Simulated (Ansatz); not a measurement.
Species: C$_{9}$H$_{7}$NSSi, SMILES `N#Cc1ccc([SiH3])c2ccsc12` (charge 0, multiplicity 1).

Problem. Give a relaxed geometry from Ansatz (a program for electronic structure) with PBE-D3(BJ)/def2-SVP.

Solution. the end point of this relaxation (outside a Z-matrix the atoms follow the SMILES, hydrogens last).
Cartesian coordinates (Å) in one orientation:
```xyz
19

N     -4.629    -0.090    -0.305
C     -3.467    -0.236    -0.218
C     -2.049    -0.400    -0.113
C     -1.470    -1.678     0.002
C     -0.073    -1.826     0.105
C      0.799    -0.722     0.097
Si     2.667    -0.972     0.237
C      0.230     0.579    -0.019
C      0.887     1.863    -0.053
C      0.005     2.907    -0.175
S     -1.663     2.399    -0.256
C     -1.187     0.725    -0.123
H     -2.124    -2.561     0.012
H      0.339    -2.843     0.194
H      2.944    -2.445     0.345
H      3.208    -0.267     1.452
H      3.370    -0.412    -0.970
H      1.976     1.999     0.012
H      0.236     3.978    -0.224
```
